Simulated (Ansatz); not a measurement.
A structure relaxed at PBE-D4/def2-SVP in Ansatz, charge 1, singlet:

```xyz
7

Ir    0.223    1.123    0.698
Al    0.143   -0.409   -1.271
Al    1.306   -1.082    1.302
Al   -1.192    1.985   -1.118
Al   -2.077    0.092    0.549
Al   -0.859   -2.460    0.100
Al    2.456    0.751   -0.262
```

Q: Give its formula and point group.

A: Al₆Ir⁺. Point group Cs (tolerance 0.1 Å).

Q: Summarise the bond lengths by kind (pairs closer than 1.2 times the sum of covalent radii, bridged metal pairs left out).

A: 8 × Al–Al 2.66 to 2.90 Å; 5 × Al–Ir 2.46 to 2.53 Å. The metal has 5 neighbours: Al 2.50 Å, Al 2.53 Å, Al 2.46 Å, Al 2.53 Å, Al 2.46 Å.

In the def2 sets Ir takes a core potential; there is no spin–orbit coupling. The restricted singlet is unstable towards broken spin symmetry in Hartree–Fock (as tested in another run); at PBE-D4/def2-SVP this wasn't settled. Another isomer (singlet) lies 0.21 eV lower at PBE0-D4/def2-TZVP; other spin states weren't run for this one.
